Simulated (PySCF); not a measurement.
# Nuclear quadrupole coupling in `CC[C@@H]1C[C@H]1C(=O)Cl`

C₆H₉ClO.
Atom-mapped SMILES: `[CH3:1][CH2:2][C@@H:3]1[CH2:4][C@H:5]1[C:6](=[O:7])[Cl:8]` (hydrogens: H9, H10, H11 on C1; H12, H13 on C2; H14 on C3; H15, H16 on C4; H17 on C5)

Structure used (GFN2-xTB), in Å, numbered top down from 1:
```
atom  x, y, z in Å
C1    -1.8976    0.8317   -0.7530
C2    -1.3152   -0.5344   -0.4036
C3     0.1922   -0.5066   -0.4155
C4     0.9971   -1.4091    0.4405
C5     0.9131    0.0628    0.8021
C6     2.0841    0.8892    0.5467
O7     2.9167    0.7627   -0.2906
Cl8    2.1811    2.2610    1.6806
H9    -2.9839    0.7957   -0.7450
H10   -1.5700    1.1427   -1.7420
H11   -1.5704    1.5792   -0.0343
H12   -1.6587   -1.2747   -1.1304
H13   -1.6689   -0.8440    0.5816
H14    0.6257   -0.2301   -1.3693
H15    1.9455   -1.7634    0.0672
H16    0.4889   -2.0952    1.1005
H17    0.3133    0.3447    1.6547
```

Field gradients from the PBE0/pcSseg-1 density (PySCF, non-relativistic), principal values in atomic units, ordered |Vxx| ≤ |Vyy| ≤ |Vzz|:

| atom | Vxx | Vyy | Vzz |
| --- | --- | --- | --- |
| O7 | 0.4897 | 0.9950 | -1.4847 |
| Cl8 | -1.1196 | -2.0878 | 3.2074 |

Q: Find the asymmetry η = (Vxx − Vyy)/Vzz and the couplings χ = eQV/h (234.96 MHz × Q in barn × V in au), with Q(17O) = −0.0256 b, Q(35Cl) = −0.0817 b.

A: 
| atom | environment | nucleus | η | χzz (MHz) | χxx (MHz) | χyy (MHz) |
| --- | --- | --- | --- | --- | --- | --- |
| O7 | carbonyl oxygen | 17O | 0.34 | 8.93 | -2.95 | -5.98 |
| Cl8 | chlorine bonded to C | 35Cl | 0.30 | -61.57 | 21.49 | 40.08 |

The tensor is traceless: Vxx + Vyy + Vzz = 0.

Q: What is Vzz at O7 in SI units (1 au = 9.71736 × 10²¹ V/m²)?

A: -1.4847 au = -14.427 × 10²¹ V/m².

Were the hydrogens deuterons (Q(2H) = 0.00286 b), χzz would run from 203 kHz (H12 and H13) to 222 kHz (H16).

Geometry: GFN2-xTB, one conformer, isolated molecule. GFN2-xTB bond lengths can be off by several hundredths of an ångström, more for odd bonds, and the gradients follow them. With so small a basis the couplings can be 20 % off.

The run behind these numbers computed NMR shieldings as well. Hardware: one thread of an Intel Xeon Platinum 8488C, no GPU (shared host). Cost: 30 s, 0.84 GiB resident at most.
